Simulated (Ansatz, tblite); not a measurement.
Cost and result up the ladder for [AgCl4]- (AgCl₄⁻) (5 atoms). The state is a singlet with charge -1. Geometry: r2SCAN-D4/def2-SVPD.

```xyz
5

Ag    0.000    0.000    0.000
Cl    1.615    1.687   -0.168
Cl    1.337   -1.409   -1.307
Cl   -1.614   -1.687    0.168
Cl   -1.338    1.409    1.307
```

Ansatz on 4 threads of Arm Neoverse V1 on a shared host; xTB runs through tblite on one thread. Times are rough, summed over both states, and most runs start from the orbitals of an earlier one. PBE0-D4/def2-TZVPD serves as the yardstick here, not as an exact answer. The other state is a doublet.

In the def2 sets Ag takes a core potential; there is no spin–orbit coupling. The xTB rows come from tblite.

Run but left out: HF/def2-SVPD, MP2/def2-SVPD, CCSD/def2-SVPD, CCSD(T)/def2-SVPD (singlet: restricted singlet, unstable towards broken spin symmetry).

Raw xTB energies of ions are shifted by several eV.

```tsv
level	functions	wall time	vertical IE (eV)	difference from PBE0-D4/def2-TZVPD (eV)
GFN1-xTB	45	0.013 s	10.97	5.19
GFN2-xTB	45	0.016 s	10.16	4.38
PBE-D4/def2-TZVPD	224	8.9 s	5.13	-0.64
r2SCAN-D4/def2-TZVPD	224	24 s	5.39	-0.38
PBE0-D4/def2-TZVPD (with forces)	224	66 s	5.78	0.00
```
